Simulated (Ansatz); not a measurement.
One change: `C[Se][AsH2]` becomes `C[Se][AlH2]`.

Ansatz, PBE0-D4/def2-TZVP geometries, multiplicity 1. 

Scalar relativity is left out up to krypton.

| property | `C[Se][AsH2]` |
| --- | --- |
| LUMO energy (PBE0/def2-TZVPP) / eV | -0.75 |
| HOMO–LUMO gap (PBE/def2-TZVPP) / eV | 3.72 |
| size of the dipole moment (B3LYP/def2-TZVPP) / D | 1.03 |
| HOMO–LUMO gap (B3LYP/def2-TZVPP) / eV | 5.23 |
| ideal-gas entropy at 298 K and 1 bar (rigid rotor, harmonic PBE0-D4/def2-TZVP) / J/(mol·K) | 339 |
| LUMO energy (ωB97M-V/def2-TZVPP) / eV | 1.10 |

(1) What does the change do to each property? (Estimate.)

Answers

(1) Ansatz gave: 
```json
{"property": "LUMO energy (PBE0/def2-TZVPP) / eV", "`C[Se][AlH2]`": "-1.36", "shift": "-0.61"}
{"property": "HOMO–LUMO gap (PBE/def2-TZVPP) / eV", "`C[Se][AlH2]`": "3.79", "shift": "0.07"}
{"property": "size of the dipole moment (B3LYP/def2-TZVPP) / D", "`C[Se][AlH2]`": "1.33", "shift": "0.30"}
{"property": "HOMO–LUMO gap (B3LYP/def2-TZVPP) / eV", "`C[Se][AlH2]`": "5.16", "shift": "-0.07"}
{"property": "ideal-gas entropy at 298 K and 1 bar (rigid rotor, harmonic PBE0-D4/def2-TZVP) / J/(mol·K)", "`C[Se][AlH2]`": "324", "shift": "-15"}
{"property": "LUMO energy (ωB97M-V/def2-TZVPP) / eV", "`C[Se][AlH2]`": "0.25", "shift": "-0.85"}
```

With PBE0 the HOMO falls by 0.48 eV and the LUMO falls by 0.61 eV, so the gap narrows by about 0.13 eV. PBE moves the HOMO by -0.58 eV and ωB97M-V by -0.43 eV. Dipoles are sizes alone; their direction can turn.

B3LYP here is the variant with VWN-RPA as its local correlation; programs differ in this.

Spin–orbit coupling is left out; it splits and shifts lone-pair levels of the heavy atoms by tenths of an eV.
